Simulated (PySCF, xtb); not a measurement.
C3H3Cl2F, SMILES F[C@@H]1CC1(Cl)Cl.

Harmonic wavenumbers (cm⁻¹) from GFN2-xTB (xtb) at its own minimum, in rising order: 143, 195, 240, 304, 426, 444, 520, 712, 828, 927, 990, 1014, 1050, 1068, 1136, 1224, 1341, 1416, 3044, 3091, 3113.

### Question
What does B3LYP-D3(BJ)/def2-SVP (PySCF 2.14.0) give at its own minimum? (An estimate is asked for; the answer gives what the named calculation found.)

### Answer
169, 211, 264, 322, 449, 471, 557, 760, 815, 937, 988, 1035, 1079, 1108, 1184, 1258, 1383, 1459, 3134, 3167, 3239. Paired by order, the mean absolute difference is 38 cm⁻¹ and the zero-point energies are 33.2 and 34.3 kcal/mol.
